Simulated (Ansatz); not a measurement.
Geometry optimisation, Ansatz 0.2.0, RKS BHLYP/def2-SVP.

input.yaml

```yaml
crystal:
  periodic: [false, false, false]
  atoms:
    - { symbol: Ge, position_ang: [-0.04698, 0.105976, -0.846486] }
    - { symbol: F, position_ang: [1.434217, 0.115706, 1.611048] }
    - { symbol: H, position_ang: [2.008098, -0.191452, 0.963487] }
    - { symbol: H, position_ang: [-1.123691, 1.162875, -0.358248] }
    - { symbol: F, position_ang: [-1.016944, -1.299205, -0.4819] }
basis:
  gaussian: { orbitals: def2-SVP }
hamiltonian:
  xc: { name: BHLYP }
relax:
  f_tol: 0.03
  max_steps: 50
output:
  orbitals: {}
```

Command:

```bash
$ ansatz run input.yaml --threads 1 --pin off --max-ram 2048MiB --backend cpu --events-out ev --progress --plain --runs-dir out
```

Where does it end, and by what steps?

The forces met the threshold. After 18 steps the energy has fallen by 0.398 eV; H3 moved furthest, 1.03 Å.

```json
{"step": "0", "energy less start (eV)": "0.0000", "largest force component (eV/Å)": "0.336", "accepted": "yes"}
{"step": "1", "energy less start (eV)": "0.0205", "largest force component (eV/Å)": "2.365", "accepted": "no"}
{"step": "2", "energy less start (eV)": "-0.0367", "largest force component (eV/Å)": "0.600", "accepted": "yes"}
{"step": "3", "energy less start (eV)": "-0.0626", "largest force component (eV/Å)": "0.689", "accepted": "yes"}
{"step": "4", "energy less start (eV)": "-0.0949", "largest force component (eV/Å)": "0.974", "accepted": "yes"}
{"step": "5", "energy less start (eV)": "-0.1112", "largest force component (eV/Å)": "1.439", "accepted": "yes"}
{"step": "6", "energy less start (eV)": "-0.1143", "largest force component (eV/Å)": "0.932", "accepted": "yes"}
{"step": "7", "energy less start (eV)": "-0.1433", "largest force component (eV/Å)": "0.897", "accepted": "yes"}
{"step": "8", "energy less start (eV)": "-0.1420", "largest force component (eV/Å)": "0.437", "accepted": "no"}
{"step": "9", "energy less start (eV)": "-0.1671", "largest force component (eV/Å)": "0.522", "accepted": "yes"}
{"step": "10", "energy less start (eV)": "-0.1894", "largest force component (eV/Å)": "0.244", "accepted": "yes"}
{"step": "11", "energy less start (eV)": "-0.2039", "largest force component (eV/Å)": "1.450", "accepted": "yes"}
{"step": "12", "energy less start (eV)": "-0.2141", "largest force component (eV/Å)": "2.418", "accepted": "yes"}
{"step": "13", "energy less start (eV)": "-0.3271", "largest force component (eV/Å)": "0.910", "accepted": "yes"}
{"step": "14", "energy less start (eV)": "-0.3639", "largest force component (eV/Å)": "0.251", "accepted": "yes"}
{"step": "15", "energy less start (eV)": "-0.3902", "largest force component (eV/Å)": "0.319", "accepted": "yes"}
{"step": "16", "energy less start (eV)": "-0.3961", "largest force component (eV/Å)": "0.068", "accepted": "yes"}
{"step": "17", "energy less start (eV)": "-0.3960", "largest force component (eV/Å)": "0.167", "accepted": "no"}
{"step": "18", "energy less start (eV)": "-0.3976", "largest force component (eV/Å)": "0.026", "accepted": "yes"}
```

```xyz
5
Properties=species:S:1:pos:R:3
Ge -0.051 0.279 -0.957
F 1.470 0.286 0.839
H 1.037 -0.530 0.994
H -1.019 1.101 0.002
F -0.182 -1.242 0.011
```

Time of the run: 47 s on 1 thread of Arm Neoverse V1, with other jobs on the host, peak memory 0.13 GiB.
